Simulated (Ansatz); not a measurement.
# Ligand exchange: GeH3Br + CH2I2 → GeH3I + CH2BrI

Species: GeH3Br `[GeH3][Br]`, singlet; CH2I2 (diiodomethane) `ICI`, singlet; GeH3I `[GeH3][I]`, singlet; CH2BrI (bromoiodomethane) `BrCI`, singlet. The partners trade Br for I: Ge–Br and C–I bonds give way to Ge–I and C–Br.

Shapes, held fixed at every level: PBE0-D4/def2-TZVP. Programs: Ansatz 0.2.0. The zero-point and thermal change to 298 K, harmonic and unscaled (PBE0-D4/def2-TZVP), is +0.5 kJ/mol.

Estimate ΔH(298 K) of this reaction.

The highest level, CCSD(T)/def2-TZVPP, gives ΔH(298 K) = +10.0 kJ/mol; the levels span +4.2 to +10.0. The column of differences is taken from that level and isn't an error. No measured value is set beside it here. For atoms past krypton def2 sets carry core potentials with scalar relativity. Relativity is left out for Br, Ge unless named. Correlated rows may include outer-core shells of Br, Ge, I, which these sets cover unevenly.

```csv
level,kind,ΔH(298 K) (kJ/mol),less CCSD(T)/def2-TZVPP
HF/def2-SVP,Hartree–Fock,+4.2,-5.8
r2SCAN-D4/def2-TZVPP,meta-GGA,+6.6,-3.4
BHLYP-D4/def2-TZVPP,global hybrid,+8.0,-2.0
PBE0-D4/def2-TZVPP,global hybrid,+5.5,-4.5
r2SCAN0-D4/def2-TZVPP,global hybrid,+5.8,-4.2
wB97M-V/def2-TZVPP,range-separated hybrid,+7.7,-2.3
wB97X-V/def2-TZVPP,range-separated hybrid,+7.3,-2.7
CCSD(T)/def2-TZVPP,coupled cluster or CI,+10.0,0.0
```
